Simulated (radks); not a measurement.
Values are calculated unless marked as measured or tabulated.
Task: Excited configurations of Ce2+: one electron is placed in a higher orbital outside [Xe] 4f1. The ground configuration is [Xe] 4f2. Code: a radial shooting solver on a logarithmic mesh with Libxc functionals. Model: Dirac Kohn-Sham, PBE, spin-unpolarised, spherical densities, finite nucleus; open shells fill j = l - 1/2 first; Fermi nuclear charge, rms radius 4.8771 fm. Excitation = E - E(ground); binding = E(ion) - E, where the ion is the core of charge +3; n* = 3/sqrt(2 binding) in atomic units, and the quantum defect is n - n*.

outer orbital  excitation (eV)  binding (eV)     n*  quantum defect  eigenvalue (eV)  <r> (bohr)
5d3/2                    1.316        19.319  2.518           2.482          -14.965       2.523
6s1/2                    2.837        17.799  2.623           3.377          -14.883       3.619
6p1/2                    6.386        14.250  2.931           3.069          -11.833       4.202
6d3/2                   11.346         9.290  3.630           2.370           -7.737       5.888
7d3/2                   14.836         5.800  4.595           2.405           -4.915       9.960
7f5/2                   16.903         3.733  5.727           1.273           -3.170       14.92

Estimate the row for 7s1/2.

Result: excitation (eV) 11.235; binding (eV) 9.401; n* 3.609; quantum defect 3.391; eigenvalue (eV) -8.072; <r> (bohr) 6.752. The Delta-SCF ionisation energy is 20.636 eV (NIST Atomic Spectra Database: 20.197 eV, semi-empirical). Self-interaction in the functional shifts the binding energies and quantum defects, so they are the method's values and not measured ones. Spin polarisation and multiplet splitting are left out, so open shells lie too high by an amount that depends on their filling.

Beside tabulated values, note that spin-unpolarised runs miss the spin-polarisation part of the exchange energy of open shells.
